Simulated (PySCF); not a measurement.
# Te+: ionisation energy

Te+ [Kr] 4d10 5s2 5p3 [5p1/2^2 5p3/2^1, M_J = 3/2] → Te(2+) [Kr] 4d10 5s2 5p2 [5p1/2^2, M_J = 0], as a difference of total energies. Calculation: PySCF 2.14, in x2c-TZVPPall-2c with one added diffuse shell each of s, p, d, f type (9s10p6d3f, 90 functions); the two-component X2C-1e Hamiltonian. Correlated levels: [Kr] frozen; the 8 highest virtual spinors dropped. "Screened" scales the spin-orbit matrix elements by Boettger's factors to mimic the two-electron term; Breit and QED terms are absent.

| method | ionisation energy (eV) |
| --- | --- |
| GHF (screened spin-orbit) | 18.342 |
| GMP2 (screened spin-orbit) | 18.592 |
| GCCSD (screened spin-orbit) | 18.245 |
| GCCSD(T) (screened spin-orbit) | 18.155 |

**Question.** How much does correlation contribute at GCCSD(T) (screened spin-orbit)?

**Answer.** 18.155 − (18.342) = -0.187 eV, measured against GHF (screened spin-orbit).

Errors of the correlated levels include the incompleteness of this basis and the frozen core.

The labels give the starting determinants; with spin-orbit coupling the two ends relaxed to ⟨J²⟩ = 3.75, ⟨L²⟩ = 0.10, ⟨S²⟩ = 3.66 and ⟨J²⟩ = 0.00, ⟨L²⟩ = 1.35, ⟨S²⟩ = 1.35.

The coupled-cluster amplitudes are large for Te(2+) (T1 above 0.03 or a double amplitude above 0.15), so a single reference is strained.

For comparison: 18.6 ± 0.4 eV (measured; NIST Atomic Spectra Database, ionization energies).
